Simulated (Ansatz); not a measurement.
A short molecular-dynamics run on CH3F2SSi, SMILES `C[Si](F)(F)[S]` radical.

```yaml
crystal:
  periodic: [false, false, false]
  atoms:
    - {symbol: C, position_ang: [-0.809840, -0.285894, 0.511221]}
    - {symbol: Si, position_ang: [0.703905, 0.141337, -0.445282]}
    - {symbol: F, position_ang: [1.990895, -0.514901, 0.214071]}
    - {symbol: F, position_ang: [0.641984, -0.479797, -1.905447]}
    - {symbol: S, position_ang: [0.923261, 2.240188, -0.550251]}
    - {symbol: H, position_ang: [-0.905560, -1.374654, 0.554106]}
    - {symbol: H, position_ang: [-0.749488, 0.095877, 1.531786]}
    - {symbol: H, position_ang: [-1.703057, 0.120744, 0.033996]}
basis:
  gaussian: {orbitals: def2-SVP}
magnetization: {spin_polarized: true, initial_magnetization: 1}
hamiltonian: {xc: {name: PBE}}
md: {timestep: 0.5 fs, n_steps: 30, ensemble: nvt_langevin, temperature: 500, initial_velocities: maxwell_boltzmann, friction: 0.01, seed: 542}
```

```sh
$ ansatz run in.yaml --threads 2 --pin off --events-out ev --progress --plain --max-ram 22528MiB --backend cpu
```

| step | time (fs) | potential energy (eV) | kinetic (eV) | T (K) | conserved (eV) |
| --- | --- | --- | --- | --- | --- |
| 0 | 0.0 | -25209.5002 | 0.4524 | 438 | – |
| 1 | 0.5 | -25209.5048 | 0.4546 | 440 | – |
| 2 | 1.0 | -25209.5042 | 0.4547 | 440 | – |
| 3 | 1.5 | -25209.4990 | 0.4534 | 439 | – |
| 4 | 2.0 | -25209.4914 | 0.4200 | 406 | – |
| 5 | 2.5 | -25209.4841 | 0.3987 | 386 | – |
| 6 | 3.0 | -25209.4789 | 0.3952 | 382 | – |
| 7 | 3.5 | -25209.4749 | 0.3861 | 373 | – |
| 8 | 4.0 | -25209.4715 | 0.4050 | 392 | – |
| 9 | 4.5 | -25209.4664 | 0.4131 | 399 | – |
| 10 | 5.0 | -25209.4600 | 0.4152 | 402 | – |
| 11 | 5.5 | -25209.4529 | 0.4100 | 396 | – |
| 12 | 6.0 | -25209.4446 | 0.4085 | 395 | – |
| 13 | 6.5 | -25209.4352 | 0.3786 | 366 | – |
| 14 | 7.0 | -25209.4283 | 0.3918 | 379 | – |
| 15 | 7.5 | -25209.4258 | 0.3949 | 382 | – |
| 16 | 8.0 | -25209.4290 | 0.4149 | 401 | – |
| 17 | 8.5 | -25209.4379 | 0.4190 | 405 | – |
| 18 | 9.0 | -25209.4514 | 0.4011 | 388 | – |
| 19 | 9.5 | -25209.4685 | 0.4329 | 419 | – |
| 20 | 10.0 | -25209.4861 | 0.4736 | 458 | – |
| 21 | 10.5 | -25209.5004 | 0.4695 | 454 | – |
| 22 | 11.0 | -25209.5079 | 0.4955 | 479 | – |
| 23 | 11.5 | -25209.5061 | 0.5397 | 522 | – |
| 24 | 12.0 | -25209.4956 | 0.5378 | 520 | – |
| 25 | 12.5 | -25209.4786 | 0.5418 | 524 | – |
| 26 | 13.0 | -25209.4573 | 0.5080 | 491 | – |
| 27 | 13.5 | -25209.4336 | 0.5139 | 497 | – |
| 28 | 14.0 | -25209.4109 | 0.4896 | 473 | – |
| 29 | 14.5 | -25209.3924 | 0.4537 | 439 | – |
| 30 | 15.0 | -25209.3751 | 0.4279 | 414 | – |

Velocities are drawn at the set temperature; a run this short doesn't reach equilibrium.

Frames (Å, forces in eV/Å):

```xyz
8
time=0.0 fs
C    -0.810   -0.286    0.511    0.113    0.116   -0.070
Si    0.704    0.141   -0.445   -0.830    1.044    0.546
F     1.991   -0.515    0.214    1.326   -0.700    0.719
F     0.642   -0.480   -1.905   -0.100   -0.663   -1.522
S     0.923    2.240   -0.550   -0.008    0.375    0.011
H    -0.906   -1.375    0.554   -0.040   -0.550    0.016
H    -0.749    0.096    1.532    0.007    0.183    0.524
H    -1.703    0.121    0.034   -0.468    0.195   -0.224
8
time=0.5 fs
C    -0.811   -0.282    0.512    0.303    0.152    0.295
Si    0.705    0.140   -0.445   -0.809    1.010    0.492
F     1.994   -0.517    0.213    1.281   -0.684    0.693
F     0.642   -0.477   -1.909   -0.100   -0.631   -1.418
S     0.921    2.239   -0.547   -0.002    0.374    0.013
H    -0.919   -1.369    0.540    0.009   -0.616    0.074
H    -0.748    0.097    1.546   -0.050    0.035    0.122
H    -1.698    0.114    0.027   -0.630    0.360   -0.270
8
time=1.0 fs
C    -0.812   -0.278    0.514    0.404    0.164    0.586
Si    0.707    0.139   -0.444   -0.790    0.965    0.425
F     1.998   -0.519    0.211    1.230   -0.664    0.665
F     0.642   -0.475   -1.913   -0.100   -0.592   -1.299
S     0.919    2.239   -0.545    0.004    0.370    0.015
H    -0.934   -1.364    0.526    0.065   -0.636    0.130
H    -0.748    0.099    1.561   -0.105   -0.097   -0.245
H    -1.695    0.109    0.020   -0.707    0.489   -0.277
8
time=1.5 fs
C    -0.813   -0.275    0.515    0.450    0.130    0.804
Si    0.708    0.138   -0.443   -0.774    0.916    0.346
F     2.001   -0.522    0.210    1.179   -0.643    0.636
F     0.642   -0.473   -1.917   -0.097   -0.549   -1.169
S     0.917    2.238   -0.542    0.010    0.363    0.017
H    -0.949   -1.361    0.513    0.126   -0.600    0.185
H    -0.747    0.101    1.574   -0.158   -0.209   -0.561
H    -1.693    0.104    0.012   -0.735    0.593   -0.258
8
time=2.0 fs
C    -0.814   -0.271    0.517    0.453    0.007    0.951
Si    0.710    0.137   -0.442   -0.750    0.869    0.273
F     2.005   -0.524    0.209    1.122   -0.619    0.605
F     0.642   -0.472   -1.921   -0.095   -0.508   -1.043
S     0.915    2.238   -0.539    0.015    0.351    0.020
H    -0.963   -1.359    0.501    0.192   -0.472    0.236
H    -0.746    0.102    1.586   -0.208   -0.297   -0.825
H    -1.691    0.101    0.004   -0.730    0.669   -0.218
8
time=2.5 fs
C    -0.815   -0.267    0.519    0.392   -0.170    0.991
Si    0.711    0.135   -0.441   -0.712    0.820    0.213
F     2.009   -0.527    0.208    1.051   -0.588    0.567
F     0.642   -0.470   -1.925   -0.093   -0.470   -0.922
S     0.914    2.238   -0.536    0.020    0.335    0.024
H    -0.976   -1.360    0.489    0.261   -0.284    0.284
H    -0.745    0.102    1.597   -0.253   -0.353   -1.013
H    -1.691    0.100   -0.006   -0.666    0.709   -0.143
8
time=3.0 fs
C    -0.816   -0.264    0.521    0.248   -0.362    0.903
Si    0.713    0.134   -0.440   -0.666    0.754    0.142
F     2.014   -0.530    0.207    0.970   -0.551    0.524
F     0.642   -0.468   -1.929   -0.090   -0.427   -0.788
S     0.913    2.237   -0.534    0.024    0.321    0.027
H    -0.990   -1.362    0.479    0.332   -0.064    0.331
H    -0.744    0.101    1.604   -0.294   -0.380   -1.115
H    -1.692    0.101   -0.015   -0.525    0.708   -0.024
8
time=3.5 fs
C    -0.817   -0.261    0.524    0.051   -0.526    0.708
Si    0.714    0.133   -0.439   -0.619    0.677    0.058
F     2.018   -0.532    0.206    0.888   -0.512    0.480
F     0.642   -0.466   -1.933   -0.085   -0.380   -0.644
S     0.912    2.237   -0.531    0.027    0.310    0.031
H    -1.004   -1.364    0.471    0.402    0.130    0.372
H    -0.742    0.100    1.608   -0.327   -0.377   -1.129
H    -1.694    0.103   -0.025   -0.338    0.679    0.124
8
time=4.0 fs
C    -0.817   -0.258    0.526   -0.162   -0.639    0.424
Si    0.715    0.132   -0.438   -0.564    0.591   -0.039
F     2.023   -0.534    0.205    0.801   -0.470    0.434
F     0.642   -0.464   -1.938   -0.079   -0.329   -0.488
S     0.911    2.237   -0.529    0.031    0.300    0.036
H    -1.019   -1.364    0.463    0.463    0.246    0.409
H    -0.741    0.097    1.608   -0.353   -0.342   -1.055
H    -1.696    0.106   -0.034   -0.137    0.644    0.279
8
time=4.5 fs
C    -0.817   -0.256    0.529   -0.376   -0.714    0.081
Si    0.716    0.131   -0.436   -0.498    0.500   -0.138
F     2.028   -0.537    0.204    0.700   -0.422    0.383
F     0.642   -0.463   -1.943   -0.073   -0.276   -0.327
S     0.910    2.236   -0.527    0.035    0.288    0.040
H    -1.033   -1.361    0.454    0.517    0.308    0.448
H    -0.739    0.094    1.607   -0.373   -0.292   -0.923
H    -1.699    0.109   -0.043    0.067    0.608    0.436
8
time=5.0 fs
C    -0.818   -0.254    0.532   -0.601   -0.784   -0.322
Si    0.717    0.130   -0.435   -0.414    0.405   -0.230
F     2.034   -0.539    0.203    0.584   -0.365    0.327
F     0.642   -0.461   -1.947   -0.069   -0.224   -0.168
S     0.909    2.236   -0.524    0.038    0.274    0.044
H    -1.046   -1.359    0.445    0.564    0.364    0.486
H    -0.739    0.089    1.604   -0.383   -0.227   -0.730
H    -1.703    0.114   -0.051    0.280    0.558    0.594
8
time=5.5 fs
C    -0.818   -0.253    0.534   -0.809   -0.830   -0.764
Si    0.718    0.130   -0.434   -0.325    0.310   -0.319
F     2.040   -0.542    0.202    0.462   -0.306    0.269
F     0.642   -0.460   -1.952   -0.064   -0.174   -0.012
S     0.908    2.236   -0.522    0.041    0.260    0.049
H    -1.058   -1.356    0.437    0.597    0.388    0.514
H    -0.738    0.085    1.599   -0.382   -0.145   -0.474
H    -1.707    0.121   -0.057    0.481    0.497    0.736
8
time=6.0 fs
C    -0.818   -0.252    0.537   -0.956   -0.843   -1.235
Si    0.719    0.129   -0.433   -0.247    0.220   -0.399
F     2.046   -0.544    0.201    0.346   -0.251    0.214
F     0.643   -0.459   -1.957   -0.059   -0.127    0.135
S     0.908    2.236   -0.520    0.043    0.248    0.052
H    -1.069   -1.351    0.430    0.612    0.347    0.534
H    -0.738    0.080    1.591   -0.371   -0.044   -0.145
H    -1.709    0.128   -0.061    0.631    0.450    0.844
8
time=6.5 fs
C    -0.819   -0.251    0.540   -1.037   -0.853   -1.716
Si    0.719    0.128   -0.432   -0.170    0.140   -0.467
F     2.052   -0.546    0.199    0.232   -0.199    0.161
F     0.643   -0.458   -1.962   -0.053   -0.086    0.269
S     0.907    2.236   -0.517    0.046    0.235    0.055
H    -1.078   -1.345    0.425    0.614    0.265    0.545
H    -0.739    0.076    1.582   -0.350    0.075    0.246
H    -1.709    0.135   -0.063    0.719    0.423    0.906
8
time=7.0 fs
C    -0.820   -0.251    0.542   -1.037   -0.822   -2.116
Si    0.720    0.126   -0.431   -0.091    0.075   -0.532
F     2.058   -0.548    0.198    0.119   -0.149    0.109
F     0.643   -0.457   -1.966   -0.048   -0.049    0.398
S     0.906    2.236   -0.515    0.048    0.219    0.058
H    -1.084   -1.337    0.422    0.587    0.131    0.545
H    -0.741    0.073    1.574   -0.321    0.186    0.620
H    -1.707    0.143   -0.063    0.743    0.409    0.917
8
time=7.5 fs
C    -0.821   -0.250    0.543   -0.971   -0.747   -2.418
Si    0.721    0.125   -0.430   -0.004    0.014   -0.587
F     2.064   -0.550    0.197   -0.002   -0.097    0.056
F     0.643   -0.455   -1.970   -0.042   -0.015    0.519
S     0.905    2.235   -0.512    0.050    0.203    0.060
H    -1.088   -1.330    0.421    0.535   -0.031    0.531
H    -0.743    0.072    1.567   -0.284    0.280    0.950
H    -1.704    0.153   -0.060    0.718    0.393    0.888
8
time=8.0 fs
C    -0.823   -0.250    0.544   -0.840   -0.674   -2.602
Si    0.721    0.124   -0.429    0.091   -0.056   -0.619
F     2.070   -0.553    0.196   -0.128   -0.042    0.001
F     0.644   -0.453   -1.974   -0.038    0.014    0.622
S     0.904    2.235   -0.509    0.053    0.194    0.062
H    -1.090   -1.324    0.423    0.473   -0.173    0.506
H    -0.747    0.073    1.561   -0.241    0.355    1.219
H    -1.697    0.166   -0.054    0.631    0.382    0.810
8
time=8.5 fs
C    -0.824   -0.249    0.545   -0.651   -0.608   -2.613
Si    0.722    0.124   -0.428    0.190   -0.125   -0.635
F     2.076   -0.555    0.195   -0.250    0.011   -0.050
F     0.644   -0.451   -1.978   -0.037    0.039    0.710
S     0.903    2.235   -0.506    0.055    0.190    0.062
H    -1.092   -1.319    0.427    0.409   -0.290    0.470
H    -0.751    0.075    1.557   -0.198    0.395    1.368
H    -1.688    0.179   -0.046    0.482    0.388    0.688
8
time=9.0 fs
C    -0.826   -0.249    0.545   -0.438   -0.538   -2.447
Si    0.722    0.123   -0.428    0.296   -0.203   -0.642
F     2.081   -0.558    0.193   -0.374    0.066   -0.101
F     0.645   -0.448   -1.982   -0.035    0.062    0.788
S     0.902    2.234   -0.503    0.057    0.193    0.061
H    -1.093   -1.315    0.433    0.349   -0.374    0.430
H    -0.756    0.077    1.557   -0.159    0.389    1.370
H    -1.678    0.194   -0.037    0.305    0.405    0.542
8
time=9.5 fs
C    -0.828   -0.248    0.545   -0.210   -0.430   -2.120
Si    0.722    0.123   -0.427    0.400   -0.281   -0.635
F     2.087   -0.561    0.192   -0.498    0.122   -0.151
F     0.647   -0.446   -1.985   -0.035    0.082    0.852
S     0.901    2.234   -0.500    0.060    0.198    0.060
H    -1.094   -1.313    0.440    0.283   -0.442    0.384
H    -0.762    0.081    1.560   -0.123    0.335    1.220
H    -1.669    0.209   -0.027    0.124    0.415    0.390
8
time=10.0 fs
C    -0.830   -0.248    0.544    0.013   -0.296   -1.658
Si    0.722    0.123   -0.427    0.506   -0.349   -0.618
F     2.092   -0.564    0.190   -0.620    0.175   -0.199
F     0.648   -0.444   -1.988   -0.035    0.099    0.907
S     0.900    2.233   -0.497    0.063    0.202    0.058
H    -1.093   -1.311    0.449    0.213   -0.491    0.330
H    -0.769    0.085    1.566   -0.091    0.242    0.935
H    -1.660    0.225   -0.019   -0.050    0.417    0.246
8
time=10.5 fs
C    -0.832   -0.247    0.542    0.214   -0.163   -1.115
Si    0.723    0.122   -0.427    0.606   -0.407   -0.597
F     2.098   -0.567    0.188   -0.734    0.225   -0.243
F     0.649   -0.441   -1.991   -0.034    0.113    0.954
S     0.898    2.233   -0.494    0.065    0.203    0.055
H    -1.092   -1.311    0.460    0.148   -0.497    0.274
H    -0.776    0.091    1.575   -0.059    0.122    0.558
H    -1.650    0.243   -0.011   -0.206    0.405    0.115
8
time=11.0 fs
C    -0.835   -0.247    0.541    0.383   -0.044   -0.557
Si    0.723    0.122   -0.427    0.693   -0.452   -0.573
F     2.103   -0.569    0.186   -0.836    0.268   -0.282
F     0.650   -0.438   -1.993   -0.033    0.124    0.992
S     0.897    2.233   -0.491    0.068    0.201    0.052
H    -1.091   -1.312    0.470    0.087   -0.460    0.220
H    -0.783    0.098    1.585   -0.024   -0.013    0.146
H    -1.642    0.261   -0.003   -0.338    0.377    0.002
8
time=11.5 fs
C    -0.836   -0.245    0.538    0.515    0.024   -0.016
Si    0.724    0.121   -0.427    0.782   -0.497   -0.559
F     2.109   -0.572    0.183   -0.929    0.306   -0.316
F     0.651   -0.435   -1.996   -0.033    0.134    1.032
S     0.896    2.232   -0.488    0.071    0.204    0.049
H    -1.089   -1.314    0.480    0.037   -0.367    0.163
H    -0.790    0.103    1.596    0.009   -0.142   -0.264
H    -1.632    0.281    0.003   -0.452    0.338   -0.089
8
time=12.0 fs
C    -0.838   -0.244    0.536    0.590    0.043    0.472
Si    0.724    0.121   -0.427    0.868   -0.539   -0.553
F     2.114   -0.575    0.180   -1.014    0.341   -0.345
F     0.651   -0.432   -1.999   -0.032    0.146    1.072
S     0.895    2.232   -0.485    0.074    0.209    0.046
H    -1.088   -1.317    0.493   -0.003   -0.212    0.102
H    -0.796    0.110    1.607    0.046   -0.257   -0.641
H    -1.623    0.303    0.009   -0.530    0.270   -0.152
8
time=12.5 fs
C    -0.839   -0.242    0.534    0.596    0.051    0.850
Si    0.725    0.120   -0.427    0.940   -0.577   -0.543
F     2.118   -0.578    0.177   -1.090    0.371   -0.370
F     0.651   -0.430   -2.002   -0.031    0.156    1.104
S     0.893    2.231   -0.481    0.078    0.212    0.042
H    -1.088   -1.322    0.507   -0.036   -0.023    0.034
H    -0.801    0.116    1.616    0.089   -0.349   -0.940
H    -1.614    0.325    0.014   -0.548    0.159   -0.176
8
time=13.0 fs
C    -0.841   -0.241    0.533    0.553    0.053    1.109
Si    0.726    0.119   -0.427    1.000   -0.613   -0.527
F     2.123   -0.580    0.174   -1.158    0.399   -0.393
F     0.652   -0.426   -2.004   -0.031    0.163    1.131
S     0.892    2.231   -0.478    0.081    0.213    0.039
H    -1.089   -1.326    0.522   -0.059    0.169   -0.041
H    -0.808    0.121    1.624    0.139   -0.407   -1.147
H    -1.607    0.349    0.019   -0.525    0.022   -0.172
8
time=13.5 fs
C    -0.842   -0.240    0.532    0.491    0.059    1.275
Si    0.726    0.118   -0.427    1.046   -0.648   -0.510
F     2.127   -0.583    0.171   -1.219    0.424   -0.411
F     0.652   -0.423   -2.006   -0.030    0.170    1.157
S     0.891    2.230   -0.474    0.084    0.213    0.037
H    -1.092   -1.330    0.538   -0.079    0.344   -0.121
H    -0.816    0.125    1.628    0.192   -0.436   -1.271
H    -1.600    0.371    0.023   -0.485   -0.127   -0.155
8
time=14.0 fs
C    -0.844   -0.239    0.532    0.414    0.120    1.330
Si    0.727    0.118   -0.427    1.083   -0.681   -0.501
F     2.132   -0.585    0.168   -1.276    0.448   -0.428
F     0.652   -0.420   -2.008   -0.029    0.178    1.189
S     0.889    2.230   -0.471    0.088    0.211    0.035
H    -1.095   -1.331    0.555   -0.108    0.451   -0.206
H    -0.823    0.128    1.630    0.246   -0.430   -1.299
H    -1.594    0.393    0.026   -0.417   -0.297   -0.119
8
time=14.5 fs
C    -0.846   -0.238    0.532    0.325    0.270    1.258
Si    0.728    0.117   -0.426    1.103   -0.711   -0.497
F     2.136   -0.587    0.165   -1.323    0.467   -0.441
F     0.653   -0.417   -2.010   -0.028    0.185    1.218
S     0.888    2.230   -0.467    0.091    0.208    0.034
H    -1.098   -1.330    0.571   -0.153    0.465   -0.290
H    -0.829    0.129    1.627    0.300   -0.391   -1.219
H    -1.589    0.415    0.029   -0.315   -0.493   -0.064
8
time=15.0 fs
C    -0.847   -0.238    0.533    0.235    0.431    1.109
Si    0.729    0.116   -0.425    1.108   -0.745   -0.494
F     2.140   -0.588    0.162   -1.362    0.483   -0.451
F     0.653   -0.413   -2.012   -0.025    0.191    1.244
S     0.886    2.230   -0.463    0.095    0.206    0.034
H    -1.104   -1.328    0.586   -0.188    0.459   -0.364
H    -0.833    0.130    1.622    0.344   -0.335   -1.077
H    -1.585    0.437    0.032   -0.206   -0.690   -0.001
```

Run time 2.3 min (2 threads of an AMD EPYC 7R13 on a shared host); peak host memory 0.27 GiB.
